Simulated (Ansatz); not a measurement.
Species: SbH2, net charge -1, singlet state. 
Geometry from a B3LYP-D3(BJ)/def2-TZVP (Ansatz, a program for electronic structure) optimisation:
```xyz
3

Sb     0.0034    -0.0001     0.0459
H     -0.0752    -1.2315    -1.1751
H     -0.1006     1.2381    -1.1663
```
Charge -1, spin multiplicity 1.

Parts of the frozen-core correlation energy in def2-SVP (Ansatz, hartree). Frozen orbitals: 9; correlated occupied orbitals by spin: 4 and 4; virtual: 23 and 23. Spin-orbit coupling is left out. Past Kr the def2 sets carry scalar-relativistic core potentials.

```json
[
 {"term": "reference (HF)", "value": "-240.39550"},
 {"term": "MP2 opposite-spin", "value": "___"},
 {"term": "MP2 same-spin", "value": "-0.01821"},
 {"term": "CCSD correlation", "value": "___"},
 {"term": "(T)", "value": "___"},
 {"term": "CCSDT minus CCSD(T)", "value": "-0.00046"},
 {"term": "CCSDT(Q) minus CCSD(T)", "value": "-0.00061"},
 {"term": "T1 diagnostic", "value": "0.011"},
 {"term": "largest doubles amplitude", "value": "0.068"}
]
```

Q: Fill in the missing entries.

A: 
- MP2 opposite-spin, value: -0.08702
- CCSD correlation, value: -0.12818
- (T), value: -0.00268
